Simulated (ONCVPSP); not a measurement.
**Configuration tests for P (Z = 15) (ONCV)**

- Element: phosphorus
- Generator: ONCVPSP 4.0.1
- Type: optimised norm-conserving Vanderbilt (ONCV)
- Functional: PBEsol
- Relativity: scalar-relativistic
- Frozen core: [He]
- Valence charge: 13
- Reference configuration: 2s2 2p6 3s2 3p3
- Partial waves: 2s+3s: rc 0.95 bohr, ncon 5, nbas 8, qcut 13.8 1/bohr, 2 projectors; 2p+3p: rc 0.95 bohr, ncon 4, nbas 7, qcut 14.5 1/bohr, 2 projectors; d scattering state at 0.04 Ha: rc 0.80 bohr, ncon 3, nbas 6, qcut 11.7 1/bohr, local
- Local potential: the d channel
- Core correction: Teter function, fcfact 5.75, rcfact 1.65

Energies are relative to the spin-unpolarised reference configuration 2s2 2p6 3s2 3p3; without spin polarisation the order of configurations can differ from experiment.

Task: Give the all-electron excitation energy and the error of the potential for: 2s2 2p6 3s2 3p2; 2s2 2p6 3s2 3p1; 2s2 2p6 3s2 3p0; 2s2 2p6 3s1 3p4.

Result:

```csv
valence configuration,charge,ΔE all-electron (eV),error AE − PS (meV)
2s2 2p6 3s2 3p2,+1,9.698,+0.4
2s2 2p6 3s2 3p1,+2,28.810,+2.8
2s2 2p6 3s2 3p0,+3,58.516,+11
2s2 2p6 3s1 3p4,0,8.509,-0.7
```

Levels in the configuration 2s2 2p6 3s2 3p2:

```
level  all-electron (eV)  pseudo (eV)
   2s           -184.190     -184.182
   2p           -134.972     -134.941
   3s            -23.228      -23.228
   3p            -14.181      -14.179
```
